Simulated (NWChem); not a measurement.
Species: C2H5F cation, doublet; SMILES of the neutral closed-shell parent C(F)C

```xyz
8

C      0.2370    -1.1964     0.0000
C     -0.4492     0.0904     0.0000
F      0.2682     1.2032     0.0000
H     -0.4639    -2.0514     0.0000
H      0.9689    -1.2782    -0.8578
H      0.9689    -1.2782     0.8578
H     -1.3072     0.2075     0.7844
H     -1.3072     0.2075    -0.7844
```
Atoms are numbered in this order, from 1.

Computed with NWChem. Spin-unrestricted. In the optimisation the excess spin sits in a" (Cs, its own frame). Geometry: optimised at PBE-D3(BJ)/def2-SVP, spin-unrestricted. The spin multiplicity was typed, not searched, and may not be the lowest. No stability test was run on the SCF state. Vertical excitations in the gas phase; the lowest state need not have the same character in each row. Excited states of an open shell can be spin-contaminated.

```tsv
level	lowest excitation (eV)	oscillator strength of that lowest state	lowest state with f > 0.02 (eV)	oscillator strength of that bright state	lowest empty minus highest occupied level, either spin (eV)
PBE/def2-SVP, TDA	1.78	0.000	3.53	0.130	0.99
B3LYP/def2-SVP, TDA	(withheld)	0.001	(withheld)	(withheld)	(withheld)
CAM-B3LYP/def2-SVP, TDA	1.97	0.001	3.25	0.112	5.91
BHandHLYP/def2-SVP, TDA	2.18	0.001	3.24	0.107	5.75
```

Problem. Some entries are withheld; supply them.

Solution. 
- B3LYP/def2-SVP, TDA, lowest excitation (eV): 1.91
- B3LYP/def2-SVP, TDA, lowest state with f > 0.02 (eV): 3.30
- B3LYP/def2-SVP, TDA, oscillator strength of that bright state: 0.121
- B3LYP/def2-SVP, TDA, lowest empty minus highest occupied level, either spin (eV): 2.86
